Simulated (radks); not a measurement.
Values are calculated unless marked as measured or tabulated.
Spherical jellium clusters: N electrons in a uniform positive sphere of charge N and radius rs N^(1/3), rs = 2.22 bohr. Level of theory: non-relativistic Kohn-Sham, LDA (Slater exchange, Perdew-Wang correlation), spin-polarised, spherical densities (a radial shooting solver with Libxc functionals). Levels are named by radial order and angular momentum (1s, 1p, 1d, 2s, ...), and open shells are averaged over m.

N = 20, configuration 1s2 1p6 1d10 2s2. This is the lowest configuration that the search found. Occupied and some empty levels:

level  occupation  eigenvalue (eV)  <r> (bohr)
1s              2          -10.614       3.712
1p              6          -8.0592       4.545
1d             10          -5.0513       5.251
2s              2          -4.1593       4.933
1f              0          -1.8449       6.120
2p              0          -1.4460       7.130

Energy (eV): total -15.7304, kinetic 94.684, external -2084.2, Hartree 1006.1, exchange-correlation -116.14, background 1083.8. Static polarisability (adiabatic kernel): 386.3 bohr^3, against R^3 = 218.8 for a classical metal sphere.

Electron density:

r (bohr)  n(r) (e/bohr^3)
0.720             0.02631
1.49              0.02331
2.26              0.02140
3.04              0.02170
3.81              0.02215
4.58              0.01960
5.35              0.01363
6.12             0.007274
6.90             0.003214
7.67             0.001290
8.44            0.0004929
9.21            0.0001834
9.98           0.00006724
